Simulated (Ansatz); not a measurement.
`OC[SiH2]S` + `NB(Cl)O[SiH3]` → `[SiH3]O[SiH2]S` + `NB(Cl)CO`  (redistribution)

Program: Ansatz. Geometries: PBE0-D4/def2-TZVP. ΔE: electronic, gas phase. CBS: MP2 limit from def2 TZ/QZ plus the TZ coupled-cluster correction, frozen cores. This one scheme is used for every species. DFT in def2-TZVPP. B3LYP here is the variant with VWN-RPA as its local correlation; programs differ in this. One conformer a species, not always the lowest.

```
             level  ΔE (kcal/mol)  difference from CCSD(T)/CBS
         r2SCAN-D4           -4.9                          0.6
          B3LYP-D4           -4.9                          0.6
           ωB97X-V           -5.0                          0.5
           ωB97M-V           -5.0                          0.5
            B2PLYP           -5.3                          0.2
               PBE           -3.9                          1.6
            r2SCAN           -4.9                          0.6
     HF/def2-TZVPP           -5.3                          0.2
    MP2/def2-TZVPP           -5.8                         -0.3
SCS-MP2/def2-TZVPP           -6.0                         -0.5
CCSD(T)/def2-TZVPP           -5.4                          0.1
     HF/def2-QZVPP           -5.4                          0.1
SCS-MP2/def2-QZVPP           -6.0                         -0.5
      HF/CBS(def2)           -5.4                          0.1
     MP2/CBS(def2)           -5.9                         -0.4
    CCSD/CBS(def2)           -5.5                          0.0
       CCSD(T)/CBS           -5.5                            0
```

Largest T1 diagnostic among the species: 0.011.
